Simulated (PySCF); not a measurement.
# Two-dimensional NMR puzzle

Compound of formula C4H5NO2. Correlations simulated from computed shifts and couplings:

HSQC (one-bond C–H):
| δH | δC | $^{1}J$(C,H) (Hz) |
| --- | --- | --- |
| 2.60 | 31.3 | 140 |

HMBC (two and three bonds, |J| ≥ 2.5 Hz):
| δH | δC [abs. J in Hz] |
| --- | --- |
| 6.67 | 178.6 [3.7], 31.3 [6.9] |
| 2.60 | 178.6 [6.4] |

Carbons without hydrogens: δ 178.6.

One averaged value for each set of equivalent atoms, no relativistic terms, isolated molecule, a single conformation. NMR shieldings at PBE0/pcSseg-1/GIAO; J couplings at B3LYP/pcJ-1 (spin–dipole term only in couplings to heteroatoms); geometry: GFN2-xTB; PySCF.

References, each an isolated molecule treated in the same way: TMS for $^{1}$H (σ = 31.72 ppm) and $^{13}$C (σ = 186.93 ppm).

Exchangeable hydrogens are left out of these lists, and C,H couplings along chains are those of one rotamer, so weak HMBC peaks may be missing or extra.

Question: Work out the connectivity.

Answer: `O=C1CCC(=O)N1`.

Structure with atom numbers: `[O:1]=[C:2]1[CH2:3][CH2:4][C:5](=[O:6])[NH:7]1` (H(Xn): hydrogen on atom n).

δC 178.6 is C2/C5, an amide carbonyl carbon. δC 31.3 is C3/C4, an sp3 CH2 α to a carbonyl (δH 2.60). HMBC from δH 2.60 reaches the proton-free carbon C2/C5.

The shifts were computed for this structure.

Exchangeable OH/NH protons stand at their gas-phase positions; hydrogen bonding in a real sample shifts them, mostly to higher δ. Shifts are as computed. Against solution values, carbons near 30 ppm lie about +3 ppm off and those near 130 ppm about +5 ppm. Of 1211 compounds with measured shifts, 218 miss one by over three times the rms of a fit or turn the order of signals round; such compounds aren't used in these exercises. The C=O carbon of an acid or of an amide with N–H lies up to 10 ppm further downfield in solution, through hydrogen bonding that the calculation lacks.
